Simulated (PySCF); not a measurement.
Predicted microwave data (PBE0-D3(BJ)/def2-SVP geometry optimisation, gas phase in PySCF 2.14.0) for one isomer of C10H7F3:

| Item | Value |
| --- | --- |
| Rotational constants | A = 2274, B = 431.2, C = 387.7 MHz |
| Dipole components | \|μa\| = 2.40 D, \|μb\| = 0.27 D, \|μc\| = 0.00 D |
| Inertial defect | -90.90 u·Å² |
| κ | -0.95 |

Question: Which candidate fits, each taken in the one conformer that was computed?
A. `CC#Cc1ccc(cc1)C(F)(F)F`
B. `FC(F)(F)C1=Cc2ccccc2C1`

Answer: B. It is FC(F)(F)C1=Cc2ccccc2C1, a near-prolate asymmetric top, point group Cs. The candidates at the same level (rigid rotor, commonest isotopes):

```csv
SMILES,A (MHz),B (MHz),C (MHz),μa (D),μb (D),μc (D),Δ (u·Å²),point group,rotor
CC#Cc1ccc(C(F)(F)F)cc1,2806,312.0,295.7,3.53,0.03,0.06,-90.85,C1,near-prolate asymmetric top
FC(F)(F)C1=Cc2ccccc2C1,2274,431.2,387.7,2.40,0.27,0.00,-90.90,Cs,near-prolate asymmetric top
```

`CC#Cc1ccc(C(F)(F)F)cc1` has B 28 % too low. In the right answer the mirror of this Cs structure is the ab plane, so μc vanishes by symmetry. No structure here is proved a minimum.

Shape of the structure used: `[F:1][C:2]([F:3])([F:4])[C:5]1=[CH:6][c:7]2[cH:8][cH:9][cH:10][cH:11][c:12]2[CH2:13]1`: F1–C2–C5–C6 -1°.
